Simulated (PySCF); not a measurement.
# Where the electron goes

Compound: BeMe(OH), CH4BeO.
Geometry (PBE0-D3(BJ)/def2-SVP, Å), atoms numbered from 1 in this order:
```
atom  x, y, z in Å
Be1    0.065   -0.079   -0.594
C2    -0.147    0.107    1.057
H3     0.813    0.105    1.602
H4    -0.762   -0.700    1.492
H5    -0.651    1.058    1.302
O6     0.230   -0.236   -1.969
H7     0.450   -0.256   -2.890
```

Level of theory: TDDFT CAM-B3LYP/def2-SVPD, vertical, gas phase, core orbitals frozen in the response in PySCF.

Frontier orbitals with the atoms that hold most of them (Löwdin shares over 4%, at most four atoms; ? is withheld):

```csv
orbital,ε (eV),atoms
HOMO-3,-12.08,"C2 48%, H4 20%, H5 19%, Be1 5%"
HOMO-2,-10.97,"O6 82%, H7 7%, Be1 5%"
HOMO-1,-10.96,"O6 82%, H7 7%, Be1 5%"
HOMO,-9.91,"C2 56%, Be1 19%, H5 7%, H4 7%"
LUMO,0.60,?
LUMO+1,1.07,"Be1 73%, O6 6%, C2 5%, H4 4%"
LUMO+2,1.24,"Be1 86%, O6 8%"
```

(1) Which atoms hold the LUMO, and with what shares?

(2) The HOMO–LUMO gap is 10.51 eV. Where does the response calculation put the lowest singlet, and from which orbitals?

## Answers

(1) Be1 (bonded to C and O) 63%; O6 (bonded to Be and H) 13%; C2 (bonded to Be and 3 H) 11%; H7 (bonded to O) 7%.

(2) S1 is at 7.53 eV (f = 0.104), 2.98 eV below the gap, made of HOMO→LUMO (68%), HOMO→LUMO+1 (30%). Without the coupling terms of the response equations the lowest excitation would equal the gap.

Next come S2 at 7.99 eV (f 0.026), HOMO-1→LUMO (85%); S3 at 8.00 eV (f 0.023), HOMO-2→LUMO (84%); S4 at 8.23 eV (f 0.068), HOMO→LUMO+2 (73%), HOMO→LUMO+4 (15%); S5 at 8.24 eV (f 0.065), HOMO→LUMO+3 (75%), HOMO→LUMO+5 (15%).

Orbitals of the list HOMO-3 to LUMO+2 that lie within 0.01 eV of each other are written together with a slash and their weights summed (≥ marks a lower bound); for degenerate orbitals outside that list single weights are arbitrary.

Löwdin shares depend on the basis, the more so with diffuse functions.
